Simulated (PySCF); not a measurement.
PySCF 2.14 output of an unrestricted B2PLYP calculation on a single atom or ion in aug-cc-pVDZ-DK, with scalar relativity by spin-free X2C-1e:

```
SCF conv_tol = 1e-09
number electrons alpha = 10  beta = 9
    A. D. Becke.,  Phys. Rev. A 38, 3098 (1988)
    C. Lee, W. Yang, and R. G. Parr.,  Phys. Rev. B 37, 785 (1988)
    B. Miehlich, A. Savin, H. Stoll, and H. Preuss.,  Chem. Phys. Lett. 157, 200 (1989)
cycle= 1 E= -763.125341089194  delta_E= -0.000961  |g|= 0.00423  |ddm|= 2.07
cycle= 2 E= -763.125358343148  delta_E= -1.73e-05  |g|= 0.000634  |ddm|= 0.0431
cycle= 3 E= -763.125358955875  delta_E= -6.13e-07  |g|= 9.27e-05  |ddm|= 0.02
cycle= 4 E= -763.125358965511  delta_E= -9.64e-09  |g|= 4.02e-06  |ddm|= 0.00252
cycle= 5 E= -763.125358965538  delta_E= -2.71e-11  |g|= 1.98e-07  |ddm|= 7.71e-05
converged SCF energy = -763.125358965538  <S^2> = 0.75004817  2S+1 = 2.0000482
```

The run itself started from symmetry-adapted Hartree-Fock orbitals and held the occupation by maximum overlap, on a logarithmic radial grid, so the iterations belong to that start.

Task: Which element, charge and spin multiplicity is this?

Result: Sc²⁺ (scandium, charge +2), multiplicity 2; the state was [Ar] 4s1, 2S determinant (an excited configuration). The SCF energy lacks the PT2 part of the double hybrid.
